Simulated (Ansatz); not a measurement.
C2H7Cl3Si2 (SMILES [SiH3]CC[Si](Cl)(Cl)Cl), singlet, geometry from GFN2-xTB, atoms displaced at random by about 0.08 Å a coordinate; HF/STO-3G, gradient run with Ansatz (a program for electronic structure).

Input for Ansatz:
Ansatz 0.2 input:
```yaml
crystal:
  periodic: [false, false, false]
  atoms:
    - {symbol: Si, position_ang: [3.69818491, -0.67211268, 0.11764499]}
    - {symbol: C, position_ang: [1.78283855, -0.90861959, 0.06719713]}
    - {symbol: C, position_ang: [1.08252216, 0.56384981, -0.16639449]}
    - {symbol: Si, position_ang: [-0.91041952, 0.32127835, 0.09709725]}
    - {symbol: Cl, position_ang: [-1.57928516, 1.93018142, -0.31828148]}
    - {symbol: Cl, position_ang: [-1.31640282, -1.05461824, -1.48639384]}
    - {symbol: Cl, position_ang: [-1.45114063, -0.27986261, 1.91266302]}
    - {symbol: H, position_ang: [4.39215269, -1.80846643, 0.57028707]}
    - {symbol: H, position_ang: [4.15097544, 0.42154003, 1.17340556]}
    - {symbol: H, position_ang: [4.15534510, 0.10178492, -1.13697699]}
    - {symbol: H, position_ang: [1.49408849, -1.20821934, 1.14643853]}
    - {symbol: H, position_ang: [1.52391394, -1.63448077, -0.69358605]}
    - {symbol: H, position_ang: [1.35578769, 1.02066600, 0.61939780]}
    - {symbol: H, position_ang: [1.29393628, 0.75327969, -1.09564704]}
basis:
  gaussian:
    orbitals: STO-3G
hamiltonian:
  xc: hf
output: {forces: true}
```

It wrote (shortened):

```
Functional definition: HF
731 factors; integrals over basis functions are off by at most 4.8e-5 eV
mean field evaluation 1: about -54796.6520 eV, gradient 2.7e1 eV
mean field evaluation 2: about -54796.8223 eV, gradient 2.7e1 eV
mean field evaluation 4: about -54800.2052 eV, gradient 1.2e0 eV
mean field evaluation 8: about -54800.2141 eV, gradient 1.6e-5 eV
mean field -54800.21409124 eV, -2013.8707229339 hartree, gradient 5.3e-5 eV, S^2 0.000000; 0 other end points of the search recorded, 0 dependent functions left out
the calculation of the forces begins
reference -54800.21409124 eV, -2013.8707229339 hartree; 49, 49 occupied and 13, 13 virtual orbitals, 731 factors
Total energy: -54800.21409124 eV, -2013.8707229339 hartree
Atom 0 at     3.698185    -0.672113     0.117645 Å, force     0.740949     5.461481     0.511871 eV/Å
Atom 1 at     1.782839    -0.908620     0.067197 Å, force     0.696924     2.642902     3.055614 eV/Å
Atom 2 at     1.082522     0.563850    -0.166394 Å, force    -6.316817   -12.318738     1.562222 eV/Å
Atom 3 at    -0.910420     0.321278     0.097097 Å, force     9.376460    -9.767985    -1.968319 eV/Å
Atom 4 at    -1.579285     1.930181    -0.318281 Å, force    -5.620476    11.527515    -2.807031 eV/Å
Atom 5 at    -1.316403    -1.054618    -1.486394 Å, force    -0.423567     0.302068     1.014102 eV/Å
Atom 6 at    -1.451141    -0.279863     1.912663 Å, force    -0.717900    -1.090355     2.215387 eV/Å
Atom 7 at     4.392153    -1.808466     0.570287 Å, force     0.233963    -0.733950    -0.636205 eV/Å
Atom 8 at     4.150975     0.421540     1.173406 Å, force    -1.601431    -2.552117    -2.023218 eV/Å
Atom 9 at     4.155345     0.101785    -1.136977 Å, force    -0.700993    -2.331880     1.838710 eV/Å
Atom 10 at     1.494088    -1.208219     1.146439 Å, force     0.336162    -0.104629    -2.917706 eV/Å
Atom 11 at     1.523914    -1.634481    -0.693586 Å, force    -0.550711    -0.134844     0.274499 eV/Å
Atom 12 at     1.355788     1.020666     0.619398 Å, force     3.176902     5.900124     5.931729 eV/Å
Atom 13 at     1.293936     0.753280    -1.095647 Å, force     1.370535     3.200407    -6.051655 eV/Å
Dipole moment:     0.364766     0.006095     0.101459 e Å
```
